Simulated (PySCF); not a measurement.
Ti(OH)3 (H3O3Ti), SMILES [OH][Ti+]([OH])[OH], charge +1, multiplicity 1. The structure is a stationary point at PBE-D3(BJ)/def2-SVP. The multiplicity is an assumed one; other spin states were not compared. The isomer is the one that the SMILES or the coordinates give; other isomers of the formula were not compared. The values are those of a single conformer.

All values below come from PBE-D3(BJ)/def2-SVP run with PySCF.

Harmonic wavenumbers (cm⁻¹): 138, 208, 208, 301, 393, 393, 473, 473, 542, 811, 882, 882, 3684, 3685, 3703. Rotational constants (GHz): 6.106, 6.106, 3.326; symmetry number 3.

**Question.** Work out the zero-point energy and the ideal-gas rigid-rotor harmonic-oscillator thermochemistry at 298.15 K and 1 atm.

**Answer.** ZPE = ½ Σ hcν = ½ × 16777 cm⁻¹ = 23.98 kcal/mol. H − E(el) = 28.67 kcal/mol. Entropy in cal/(mol K): translation 39.68, rotation 23.18, vibration 12.86, total 75.72. G − E(el) = 6.09 kcal/mol. Cp = 23.62 cal/(mol K). Modes under 150 cm⁻¹ make the vibrational entropy uncertain.
